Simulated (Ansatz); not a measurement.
Reaction (formal exchange of groups at the Sb–C bond): `CO[CH2][SbH2]` + `CC` → `C[CH2][SbH2]` + `COC`

Calculated with Ansatz (gas phase, PBE0-D4/def2-TZVP geometries, no zero-point term in ΔE). CCSD(T)/CBS adds triple-zeta CCSD(T) − MP2 to the extrapolated MP2 energy (def2 sets, frozen cores). This one scheme is used for every species. Functionals use def2-TZVPP. B3LYP here is the variant with VWN-RPA as its local correlation; programs differ in this. Elements past krypton have def2 core potentials. For Sb outer-core shells are correlated without core-valence functions, which leaves a few kJ/mol of doubt a bond. Each species was taken in one conformer, which may not be the lowest.

`CO[CH2][SbH2]`:

Cartesian coordinates in Å:
```
C 1.668 -0.773 0.392
O 0.392 -0.337 0.783
C -0.418 -0.008 -0.313
Sb -2.333 0.633 0.493
H 2.227 -1.008 1.298
H 1.607 -1.672 -0.237
H 2.202 0.007 -0.167
H 0.025 0.792 -0.918
H -0.590 -0.878 -0.964
H -1.830 2.255 0.698
H -2.949 0.988 -1.065
```

`CC`:

```xyz
8

C     0.146   -0.001   -0.745
C    -0.146    0.001    0.745
H    -0.634    0.521   -1.305
H     1.095    0.494   -0.966
H     0.208   -1.018   -1.139
H     0.634   -0.521    1.305
H    -1.095   -0.494    0.966
H    -0.208    1.018    1.139
```

`C[CH2][SbH2]`:

Z-matrix (Å, degrees):
```
C
C 1 1.516
H 1 1.092 2 111.4
H 1 1.095 2 111.2 3 120.1
H 1 1.092 2 111.4 3 -119.8
Sb 2 2.169 1 115.3 3 59.9
H 2 1.093 1 111.5 3 -179.6
H 2 1.093 1 111.5 3 -60.6
H 6 1.712 2 93.6 1 -45.6
H 6 1.712 2 93.6 1 45.8
```

`COC`:

Z-matrix (Å, degrees):
```
C
O 1 1.399
H 1 1.090 2 107.7
H 1 1.100 2 111.6 3 119.4
H 1 1.100 2 111.6 3 -119.4
C 2 1.399 1 112.1 3 -180.0
H 6 1.100 2 111.6 1 60.6
H 6 1.090 2 107.7 1 -179.9
H 6 1.100 2 111.6 1 -60.5
```

Task: Is it downhill or uphill in electronic energy at CCSD(T)/CBS, and by how much? (Estimate.)

Result: Computed: Downhill: ΔE = -1.2 kcal/mol.

Task: What do these levels give: PBE-D4, r2SCAN-D4, PBE0-D4, ωB97M-V, B2PLYP, r2SCAN, PBE0, B3LYP, MP2/def2-TZVPP, HF/def2-QZVPP, HF/CBS(def2), CCSD/CBS(def2)? (Estimate.)

Result: The calculation gave: PBE-D4 -0.7, r2SCAN-D4 -0.8, PBE0-D4 -1.0, ωB97M-V -0.8, B2PLYP -0.7, r2SCAN -0.8, PBE0 -0.8, B3LYP -0.2, MP2/def2-TZVPP -1.6, HF/def2-QZVPP -0.9, HF/CBS(def2) -0.9, CCSD/CBS(def2) -1.1 kcal/mol.

Largest T1 diagnostic among the species: 0.013.
